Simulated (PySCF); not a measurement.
## Diatomic anions of Na with the chalcogens

PBE with double-zeta basis sets in PySCF, for the lowest determinant that a PBE0 search found; no spin–orbit coupling. De refers to high-spin ground-configuration atoms (the charge goes to the atom of lower measured ionisation energy or higher electron affinity, which is not always the lowest computed limit). A positive dipole points towards Na; it is taken about the centre of mass and depends on that origin.

```tsv
M	basis	charged atom	state (unpaired electrons)	Re (Å)	ωe (cm⁻¹)	De (eV)	μ (D)
S	def2-SVPD	S−	singlet (closed shell)	2.448	334	1.71	6.34
Se	def2-SVPD	Se−	singlet (closed shell)	2.562	271	1.67	4.34
Te	aug-cc-pVDZ/aug-cc-pVDZ-PP	Te−	singlet (closed shell)	2.751	235	1.58	3.60
```

The shortest bond is that of NaS⁻ (2.448 Å), the longest that of NaTe⁻ (2.751 Å).

The rows differ in basis set, which adds steps of its own.

Down a group the atoms grow and get heavier, so bonds lengthen and wavenumbers fall; this series shows no clear exception.

Spin–orbit coupling is left out, which matters for elements this heavy, above all for dissociation energies. For an ion De counts to the pair picked by the measured ionisation energies or electron affinities, which need not be the lowest pair at this level. The highest Kohn–Sham level is positive in some of these anions. Much of that is self-interaction error, but it also means that the finite basis helps to hold the extra electron.
